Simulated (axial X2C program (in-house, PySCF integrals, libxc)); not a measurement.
# Low determinants of HfH at the PBE0 level, spin-free

Calculated with an in-house relativistic program for diatomic molecules. Spin-free means the one-electron spin-free X2C Hamiltonian. Basis: Hf dyall-cv3z [13s14p9d7f4g], H dyall-v3z [6s2p1d] (cores contracted in-house); Gaussian nuclei, density fitting, unrestricted open shells. Masses: Hf 179.947 u, H 1.008 u.

Search at 1.840 Å (vertical energies from the lowest determinant):

```csv
ΔE (eV),state,electrons beyond evenly filled partner blocks,"electrons in σ, π, δ, φ"
0.00,"M_S = 1/2, Λ = 2",δ+α,28 28 13 4
0.10,"M_S = 1/2, Λ = 1",π+α,28 29 12 4
0.47,"M_S = 3/2, Λ = 3","σα, π+α, δ+α",27 29 13 4
0.52,"M_S = 3/2, Λ = 0","σα, δ+α, δ-α",27 28 14 4
0.57,"M_S = 3/2, Λ = 1","σα, π-α, δ+α",27 29 13 4
0.66,"M_S = 3/2, Λ = 0","σα, π+α, π-α",27 30 12 4
0.98,"M_S = 1/2, Λ = 0",σα,29 28 12 4
```

Lowest determinant, M_S = 1/2, Λ = 2 (beyond evenly filled blocks: δ+α): Re = 1.820 Å, ωe = 1692.5 cm⁻¹.

The determinant in row 2 of the search, M_S = 1/2, Λ = 1 (beyond evenly filled blocks: π+α), was followed along the bond at PBE0; measured from the minimum of the lowest determinant it gives:

Te = 0.088 eV (707 cm⁻¹), Re = 1.797 Å, ωe = 1719.3 cm⁻¹.

Q: Compare the bond of the determinant in row 2 with that of the lowest one.

A: At PBE0 its Re is 0.023 Å shorter and its force constant, which goes as ωe², is 1.03 times that of the lowest determinant. T0 ≈ Te + Δωe/2 = 707 + (13) = 720 cm⁻¹.

The search compares states at one distance, so a state with another bond length can lie lower; it is not exhaustive and yields mostly the lowest determinant of each block pattern, so other components and higher states of one pattern are missing. These are energies of single determinants, not of spin-adapted states; PBE0 term energies can be off by some tenths of an eV, and the functional has no current term. The lowest determinant need not be the ground state where others lie within half an eV. Spin–orbit coupling is large for these atoms, so the spin-free order is a model. Row 1 is spin-contaminated (⟨S²⟩ = 0.81 against 0.75), so its values are not those of a pure state.
